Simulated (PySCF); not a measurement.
# Ba(48+): ionisation energy

Ba(48+) [He] 2s2 2p4 [2p1/2^2 2p3/2^2, M_J = 2] → Ba(49+) [He] 2s2 2p3 [2p1/2^2 2p3/2^1, M_J = 3/2], as a difference of total energies. Calculation: PySCF 2.14, in an uncontracted even-tempered set (17 s from 27 bohr⁻², ratio 2.4; 13 p from 36 bohr⁻², ratio 2.4; 5 d from 120 bohr⁻², ratio 2.6; 4 f from 190 bohr⁻², ratio 2.6); the two-component X2C-1e Hamiltonian. Correlated levels: nothing frozen; the 32 highest virtual spinors dropped. "Screened" scales the spin-orbit matrix elements by Boettger's factors to mimic the two-electron term; Breit and QED terms are absent.

| method | ionisation energy (eV) |
| --- | --- |
| GHF (spin-free) | 8926.8 |
| GMP2 (spin-free) | 8928.5 |
| GHF (screened spin-orbit) | 8837.1 |
| GMP2 (screened spin-orbit) | 8836.9 |

For this ion Breit and QED terms and the two-electron picture change, all absent here, outweigh the correlation shift from GHF to GMP2.

The spin-free rows relax to the high-spin LS determinant and lack the spin-orbit shift.

The labels give the starting determinants; with spin-orbit coupling the two ends relaxed to ⟨J²⟩ = 6.00, ⟨L²⟩ = 3.21, ⟨S²⟩ = 1.40 and ⟨J²⟩ = 3.75, ⟨L²⟩ = 2.48, ⟨S²⟩ = 1.52.

For comparison: 8831 ± 4 eV (theoretical estimate listed by NIST; NIST Atomic Spectra Database, ionization energies).
